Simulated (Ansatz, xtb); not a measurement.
Relative energy of two isomers of C3H2FNO2

Structure I is `Oc1cc(F)no1`, a singlet and structure II is `N#C[C@H](F)OC=O`, a singlet. Both are isolated molecules in the gas phase, relaxed with PBE-D3(BJ)/def2-SVP; the shapes shown needn't be the lowest conformers.

I (Å):

```tsv
atom	x (Å)	y (Å)	z (Å)
C	0.0745	-0.1446	-0.1949
C	0.6986	0.3468	0.9305
C	1.3946	1.4661	0.3909
F	2.1651	2.2974	1.0745
N	1.2316	1.6569	-0.9044
O	-0.7329	-1.1872	-0.3724
O	0.3716	0.6049	-1.2780
H	-0.9814	-1.2241	-1.3188
H	0.6669	-0.0234	1.9572
```

II (Å):

```yaml
atoms:
  - { symbol: C, position_ang: [-1.2491, 0.0625, 0.5751] }
  - { symbol: C, position_ang: [0.2160, -0.0710, 0.4637] }
  - { symbol: C, position_ang: [1.8145, 1.1774, -0.7548] }
  - { symbol: F, position_ang: [0.7432, -0.4544, 1.6655] }
  - { symbol: N, position_ang: [-2.4146, 0.1156, 0.6534] }
  - { symbol: O, position_ang: [0.7398, 1.1939, 0.1043] }
  - { symbol: O, position_ang: [2.3037, 0.1931, -1.2430] }
  - { symbol: H, position_ang: [0.4978, -0.8258, -0.3046] }
  - { symbol: H, position_ang: [2.1359, 2.2342, -0.9188] }
```

Problem. Estimate which is lower in electronic energy at CCSD(T)/def2-SVP + ΔMP2/def2-TZVPP, and by roughly how much.

Solution. The CCSD(T)/def2-SVP + ΔMP2/def2-TZVPP calculation puts structure II lower, by 1.051 eV.

The same difference at several levels:

| level | geometry | E(II) − E(I) (eV) | departure from the last row (eV) | job, with rough time for the two |
| --- | --- | --- | --- | --- |
| GFN2-xTB | GFN2-xTB | +0.579 | +1.630 | optimisation, 0.32 s |
| HF/STO-3G | GFN2-xTB | +0.114 | +1.165 | single point, 0.47 s |
| r2SCAN-D4/def2-SVP | GFN2-xTB | −0.582 | +0.469 | single point, 3 s |
| PBE-D3(BJ)/def2-SVP | PBE-D3(BJ)/def2-SVP | −0.521 | +0.530 | optimisation, 31 s |
| HF/def2-SVP | PBE-D3(BJ)/def2-SVP | −1.449 | −0.398 | part of the CCSD(T) run |
| MP2/def2-SVP | PBE-D3(BJ)/def2-SVP | −1.308 | −0.257 | part of the CCSD(T) run |
| CCSD(T)/def2-SVP | PBE-D3(BJ)/def2-SVP | −1.271 | −0.220 | single point |
| CCSD(T)/def2-SVP + ΔMP2/def2-TZVPP | PBE-D3(BJ)/def2-SVP | −1.051 |  | single point, 41 s |

As drawn, II has 1 C≡N, 1 C–C, 1 C–O, 1 C=O, 1 C–H in place of 2 C∷C, 1 C∷N, 1 N∷O, 1 C∷O, 1 O–H (∷ is an aromatic bond). Structure I has a 5-membered ring (with an aromatic ring), II no ring.

GFN2-xTB, HF/STO-3G put the two in the other order. The largest departure from CCSD(T)/def2-SVP + ΔMP2/def2-TZVPP is that of GFN2-xTB, 1.630 eV. The last row adds to CCSD(T) the change of the MP2 difference between the two basis sets, here +0.220 eV, a large step that makes the value less sure.

With harmonic frequencies from PBE-D3(BJ)/def2-SVP (ideal gas, rigid rotor, one conformer each, 298.15 K, 1 atm): on the last row, ΔE + ΔZPE = −1.102 eV. A mode under 50 cm⁻¹ makes harmonic enthalpies and free energies unreliable, so none is given.

The correlated steps freeze 7 core orbitals. Programs: Ansatz 0.2.0, xtb 6.7.1; the last row on 2 threads of Intel(R) Xeon(R) Processor on a shared host.
